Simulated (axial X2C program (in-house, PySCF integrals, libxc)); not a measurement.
# Te₂ at several levels of theory

Computed with an axial X2C code built on PySCF integrals. Spin-free means the one-electron spin-free X2C Hamiltonian; two-component (2c) means X2C with spin–orbit coupling and atomic mean-field two-electron Coulomb and Gaunt terms, so the difference of the two also holds small scalar two-electron terms. Basis: Te dyall-cv3z [11s12p8d4f1g] (cores contracted in-house); Gaussian nuclei, density fitting, unrestricted open shells. Masses: Te 129.906 u.

Input file and command:
```json
{
 "zs": [
  52,
  52
 ],
 "q": 0,
 "bas": [
  "dyall-cv3z",
  "dyall-cv3z"
 ],
 "levels": [
  "PBE0",
  "HF",
  "BLYP"
 ],
 "cc": true,
 "r0": 2.56,
 "thr": -1.0,
 "nmax": 90,
 "npts": 10,
 "nst": 2,
 "ntry": 6
}
```
```bash
python so2c.py task.json out
```

Keys: zs atomic numbers; q charge; bas basis sets; levels methods; cc coupled cluster on or off; r0 starting distance in Å; thr threshold in hartree for freezing inner shells (an s shell follows its p shell); nmax most natural virtual spinors; npts points on the curve; nst determinants followed; ntry starts of the search. HF also brings MP2.

State, spin-free: M_S = 1, Λ = 0 (beyond evenly filled blocks: π+α, π-α); electrons by block: σα: 21, σβ: 21, π+α: 12, π+β: 11, π-α: 12, π-β: 11, δ+α: 4, δ+β: 4, δ-α: 4, δ-β: 4. Fragments: Te + Te.

State, 2c: Ω = 1 (⟨Sz⟩ = 0.99, ⟨Lz⟩ = 0.01 at BLYP); electrons by block: 1/2: 32, -1/2: 33, 3/2: 16, -3/2: 15, 5/2: 4, -5/2: 4. Fragments: Te + Te.

```csv
Hamiltonian,level,Re (Å),ωe (cm⁻¹),ωexe (cm⁻¹),De (eV)
spin-free,PBE0,2.545,263.4,0.406,3.05
spin-free,HF,2.523,285.3,0.363,0.930
spin-free,MP2,2.574,249.6,0.514,2.75
spin-free,CCSD,2.564,259.7,0.418,2.43
spin-free,CCSD(T),2.579,250.2,0.445,2.66
spin-free,BLYP,2.617,230.9,0.429,3.21
2c,BLYP,2.627,225.1,0.459,2.59
```

Correlated methods: 12 electrons correlated (number of frozen shells: Te 4 s, 3 p, 2 d), 296 virtual spin orbitals or spinors in MP2, 90 natural virtuals in coupled cluster.

One determinant describes the state; a PBE0 search over occupations chose it and may have missed a lower one. Dissociation energies refer to the lowest single-determinant-based atoms at the same level and basis. Density functionals use the spin component along the axis (collinear). CCSD and (T) use frozen natural virtuals with an MP2 correction for the truncation; (T) itself is uncorrected, so its De runs slightly low. PBE0 can misorder states that lie within some tenths of an eV, so this need not be the ground state of the molecule. The nearest other spin-free determinant of the search, M_S = 0, Λ = 2, lies 0.53 eV up at the distance of the search. The functionals have no current-density term, which raises determinants with orbital currents, atoms included. With several unpaired electrons one determinant need not be a pure state. A state of lower Ω lies just above, and one determinant can place such states too high, so the state shown need not be the lowest. The search has Ω = 0 only 0.02 eV up. Open-shell Ω = 0 determinants with evenly filled partner blocks cannot be reached by this program, so the Ω shown need not be the lowest component. This is the Ω = 1 component of a π² triplet; the 0⁺ component is not one determinant and can lie lowest. With the outer-core shells frozen, correlated bond lengths of heavy atoms tend to come out a few hundredths of an ångström too long.

No reliable constants came from CCSD (2c), CCSD(T) (2c), HF (2c), MP2 (2c), PBE0 (2c): no minimum in range, unconverged points, a curve that is not smooth, a change of character along it, or the two Hamiltonians disagreeing along it.

Rough cost a point (2c) on 1 thread(s) of a shared host, integrals apart: BLYP 0.7 s.

The whole task took 3.4 min on 1 thread of AMD EPYC 7B13 (Zen 3) (shared host).
